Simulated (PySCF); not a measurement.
# C₆ coefficients of unlike pairs at PBE0

Calculated with PySCF 2.14 from the dipole response of each species, C₆(A,B) = (3/π) ∫ α_A(iu) α_B(iu) du, in atomic units, from isotropic polarisabilities. For ions this is the dispersion term alone; charge-induced terms of lower order in 1/R come first.

```tsv
species	configuration	basis	relativity	α (bohr³)	C₆ (like pair)
Se(3+)	[Ar] 3d10 4s2 4p1 (2P)	aug-cc-pVQZ-PP with one added diffuse shell each of s, p, d, f, g type with ECP10MDF (8s7p6d4f3g)	core potential	6.592	22.74
S(3+)	[Ne] 3s2 3p1 (2P)	aug-cc-pCVTZ-DK (8s7p5d3f)	spin-free X2C	5.351	14.26
I+	[Kr] 4d10 5s2 5p4 (3P)	aug-cc-pwCVTZ-PP with ECP28MDF (8s7p6d4f1g)	core potential	20.28	176.2
Ar	[Ar] (1S)	aug-cc-pVDZ-DK (5s4p2d)	spin-free X2C	9.999	58.66
```

Q: Estimate C₆ for S(3+) with Se(3+).

A: The integral gives 18.00. The combination rule 2 C_A C_B / (C_A α_B/α_A + C_B α_A/α_B) gives 18.00 and the geometric mean 18.01.

No spin-orbit coupling is included.

The other pairs:

```csv
pair,C₆
"I+, S(3+)",50.02
"I+, Se(3+)",63.09
"Ar, I+",100.6
"Ar, S(3+)",28.80
"Ar, Se(3+)",36.45
```
